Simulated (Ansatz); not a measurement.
Computed with Ansatz on PBE0-D4/def2-TZVP structures; ΔE is electronic, products minus reactants. CCSD(T)/CBS adds triple-zeta CCSD(T) − MP2 to the extrapolated MP2 energy (def2 sets, frozen cores). This one scheme is used for every species, atoms too. No spin–orbit coupling; open shells (•) take unrestricted orbitals. Spin–orbit coupling would lower the free atoms: a little for C, O, Si. One conformer a species, not always the lowest.

`CO[Si](C#N)(C#N)C#N` → 4 C• + 3 H• + 3 N• + O• + Si•  (atomization)

`CO[Si](C#N)(C#N)C#N`:

Cartesian coordinates in Å:
```
C -1.926 -0.305 -0.424
O -0.568 -0.463 -0.823
Si 0.739 0.012 -0.034
C 0.763 1.826 0.241
N 0.722 2.965 0.403
C 2.202 -0.456 -1.020
N 3.135 -0.744 -1.629
C 0.868 -0.762 1.625
N 0.894 -1.260 2.663
H -2.111 -0.819 0.522
H -2.175 0.754 -0.322
H -2.544 -0.748 -1.202
```

| species | HF/def2-TZVPP energy (Eh) |
| --- | --- |
| `CO[Si](C#N)(C#N)C#N` | -680.57634 |
| C• | -37.69248 |
| H• | -0.49981 |
| N• | -54.40275 |
| O• | -74.81563 |
| Si• | -288.85084 |

Question: Work out ΔE.

Answer: ΔE = 4 × (-37.69248) + 3 × (-0.49981) + 3 × (-54.40275) + (-74.81563) + (-288.85084) − (-680.57634) = 1.43227 Eh = +898.8 kcal/mol. CCSD(T)/CBS gives +1360.0 kcal/mol.

Largest T1 diagnostic among the species: 0.014.

From r2SCAN to r2SCAN0 (25 % exact exchange), in def2-TZVPP and without D4, ΔE moves by −44.5 kcal/mol: exact exchange takes away binding that semilocal exchange gives to molecules. At CCSD(T), def2-SVP lies −84.8 kcal/mol from the extrapolated value and def2-TZVPP −43.9 kcal/mol: correlation converges slowly with the basis, and small sets miss more of it in the bonded molecule than in its fragments. In def2-TZVPP, CCSD(T) changes the Hartree–Fock value by +417.4 kcal/mol (the triples alone add +35.8 kcal/mol) and MP2 by +476.2 kcal/mol; breaking electron pairs costs correlation energy, which Hartree–Fock lacks.

For atomizations the MP2-based limit and the directly extrapolated one differ by several kJ/mol either way, and by 10 to 25 for some Ge, Se and Sn compounds, so smaller differences from it don't rank the levels.
